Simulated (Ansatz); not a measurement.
AlFH$_{4}$NOP, SMILES `[NH2][Al]([F])[PH]O`, 9 atoms. The species carries charge 0 and has multiplicity 1. All runs use 4 threads of a server CPU on a shared host. Correlated methods freeze the cores.

(1) How many basis functions does each run have, and how long does it take in Ansatz? RHF-MP2/def2-QZVPP energy; RKS ωB97M-V/def2-TZVPP energy and forces; RKS r2SCAN-D4/def2-TZVPP energy and forces; RHF-CCSD(T)/def2-SVP energy; RKS ωB97M-V/def2-SVP energy; RHF-CCSD(T)/def2-TZVPP energy; RKS PBE0-D4/def2-TZVP frequencies; direct RPA on PBE orbitals/def2-TZVPP energy; RKS PBE0-D4/def2-QZVPP energy; RKS PBE0-D4/def2-SVP energy; RKS B3LYP-D4/def2-TZVPP energy and forces; RKS LC-ωPBE/def2-TZVPP energy. (Estimate.)

Answers

(1) The calculation gave: Other jobs shared the machine, so times are rough.

```csv
level,job,functions,wall time,peak host memory (GiB)
RKS PBE0-D4/def2-SVP,energy,98,0.95 s,0.18
RKS LC-ωPBE/def2-TZVPP,energy,233,2.2 s,0.39
RHF-CCSD(T)/def2-SVP,energy,98,3.1 s,0.37
RKS B3LYP-D4/def2-TZVPP,energy and forces,233,3.8 s,0.6
RKS r2SCAN-D4/def2-TZVPP,energy and forces,233,4 s,0.31
direct RPA on PBE orbitals/def2-TZVPP,energy,233,4.2 s,0.52
RKS ωB97M-V/def2-SVP,energy,98,4.3 s,0.29
RKS PBE0-D4/def2-QZVPP,energy,431,6.5 s,1.4
RKS ωB97M-V/def2-TZVPP,energy and forces,233,9.5 s,0.77
RHF-MP2/def2-QZVPP,energy,431,15 s,2.1
RHF-CCSD(T)/def2-TZVPP,energy,233,91 s,4
RKS PBE0-D4/def2-TZVP,frequencies,191,99 s,0.46
```

B3LYP here is the variant with VWN-RPA as its local correlation; programs differ in this. LC-ωPBE has ω = 0.4 bohr⁻¹.
